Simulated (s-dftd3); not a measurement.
Cl2O2W, triplet, at a GFN2-xTB geometry (such geometries of metal compounds can be far from the true shape) (the multiplicity is a formal guess); D3(zero) for wb97x in s-dftd3.

The s-dftd3 input:
```
$ s-dftd3 mol.xyz --zero wb97x --json dftd3.json --noedisp --grad

# file mol.xyz
5

W      0.37433821    -0.07415431     0.12270466
O      1.49271735    -0.62827810    -1.01392940
O      0.74820365     0.18436419     1.74848290
Cl    -0.97950147     1.60541944    -0.73627097
Cl    -1.70452181    -1.07372945    -0.14352742
```

What the program printed (banner, timings and long lists left out):

```
-----------------------------------
 s i m p l e   D F T - D 3  v1.4.0
-----------------------------------

Zero (Chai-Head-Gordon) damping: wb97x-D3(0)
--------------------
  s6         1.0000
  s8         1.0000
  s9         0.0000
 rs6         1.2810
 rs8         1.0940
 alp        14.0000
--------------------

Dispersion energy:      -1.0992407996718E-03 Eh

Gradient norm:           3.0421922162135E-04 Eh/a0
--------------------------------------------------
     #    Z           dE/dx      dE/dy      dE/dz
--------------------------------------------------
     1   74 W    -2.029E-05  4.019E-06 -6.651E-06
     2    8 O    -1.048E-04  4.434E-05  7.225E-05
     3    8 O    -5.198E-05 -1.329E-05 -1.236E-04
     4   17 Cl    5.342E-05 -1.473E-04  5.772E-05
     5   17 Cl    1.236E-04  1.122E-04  3.144E-07
--------------------------------------------------

Virial:
--------------------------------------------------
      component           x          y          z
--------------------------------------------------
          x      -8.805E-04  2.033E-05 -8.356E-05
          y       2.033E-05 -7.323E-04  4.655E-05
          z      -8.356E-05  4.655E-05 -6.289E-04
--------------------------------------------------

[Info] JSON dump of results written to 'dftd3.json'
```
